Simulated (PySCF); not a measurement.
# Orbital picture of GeB

PBE0 at R = 1.984 Å; basis Ge cc-pVTZ-PP with ECP10, B cc-pVTZ; scalar-relativistic core potentials; PySCF 2.14. State: ⁴Σ⁻ (quartet), unpaired electrons σ ↑, π ↑↑. Only the outer orbitals are listed, counted within each symmetry, core potentials removing the inner ones.

```tsv
spin	orbital	occ.	ε (eV)	on Ge (%)	main shells (%)
α	5σ	1	-15.75	65	61 Ge s, 28 B s
α	6σ	1	-10.36	44	52 B s, 28 Ge s, 15 Ge p
α	7σ	1	-6.56	41	52 B p, 33 Ge p, 8 Ge s
α	3π	1	-6.54	57	55 Ge p, 42 B p
α	3π	1	-6.54	57	55 Ge p, 42 B p
α	4π	0	-1.65	49	51 B p, 45 Ge p
α	4π	0	-1.65	49	51 B p, 45 Ge p
β	5σ	1	-13.77	67	64 Ge s, 25 B s
β	6σ	1	-8.28	55	45 B s, 27 Ge p, 27 Ge s
β	3π	0	-3.15	65	65 Ge p, 34 B p
β	3π	0	-3.15	65	65 Ge p, 34 B p
β	7σ	0	-2.47	30	50 B p, 22 Ge p, 19 B s
```

Q: Which are the highest filled and the lowest empty level, where do they sit, and how wide is the gap?

A: Highest filled α 3π at -6.54 eV (in %: 55 Ge p, 42 B p); lowest empty β 3π at -3.15 eV (in %: 65 Ge p, 34 B p); the gap at PBE0 is 3.39 eV. Both belong to one degenerate shell, split only by its one-sided filling, so this is no excitation gap.

The bond order (Mayer) is 1.91 and the ⟨S²⟩ is 3.752. The charge on Ge (Mulliken, basis-dependent) is 0.15. The charge on Ge (Löwdin, basis-dependent) is 0.21. The dipole moment (positive dipole means Ge(−)B(+)) is -0.90 D. The polarisability along the bond is 81.6 bohr³. The polarisability across the bond is 38.3 bohr³.

Spin–orbit coupling is left out. The state was picked by a PBE0 search and need not be the measured ground state.
